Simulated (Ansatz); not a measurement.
Start from `[AlH2][NH][SiH2][SiH3]` and change one atom or group to get `[AlH2][NH][SiH2]O[SiH3]`.

Ansatz, PBE0-D4/def2-TZVP geometries, multiplicity 1. Each molecule was computed in one conformer, which needn't be the lowest.

```json
{"property": "HOMO–LUMO gap (PBE/def2-TZVPP) / eV", "`[AlH2][NH][SiH2][SiH3]`": "4.44"}
{"property": "LUMO energy (ωB97M-V/def2-TZVPP) / eV", "`[AlH2][NH][SiH2][SiH3]`": "0.57"}
{"property": "HOMO–LUMO gap (PBE0/def2-TZVPP) / eV", "`[AlH2][NH][SiH2][SiH3]`": "6.34"}
{"property": "size of the dipole moment (PBE/def2-TZVPP) / D", "`[AlH2][NH][SiH2][SiH3]`": "0.87"}
{"property": "size of the dipole moment (ωB97M-V/def2-TZVPP) / D", "`[AlH2][NH][SiH2][SiH3]`": "0.90"}
{"property": "HOMO energy (PBE0/def2-TZVPP) / eV", "`[AlH2][NH][SiH2][SiH3]`": "-7.35"}
```

(1) Give the same properties after the change, and the shifts. (Best estimate.)

Results:

(1) The calculation gave: 
| property | `[AlH2][NH][SiH2]O[SiH3]` | shift |
| --- | --- | --- |
| HOMO–LUMO gap (PBE/def2-TZVPP) / eV | 5.06 | 0.62 |
| LUMO energy (ωB97M-V/def2-TZVPP) / eV | 0.57 | 0.00 |
| HOMO–LUMO gap (PBE0/def2-TZVPP) / eV | 7.14 | 0.80 |
| size of the dipole moment (PBE/def2-TZVPP) / D | 1.14 | 0.27 |
| size of the dipole moment (ωB97M-V/def2-TZVPP) / D | 1.17 | 0.27 |
| HOMO energy (PBE0/def2-TZVPP) / eV | -8.16 | -0.81 |

Dipoles are sizes alone; their direction can turn.
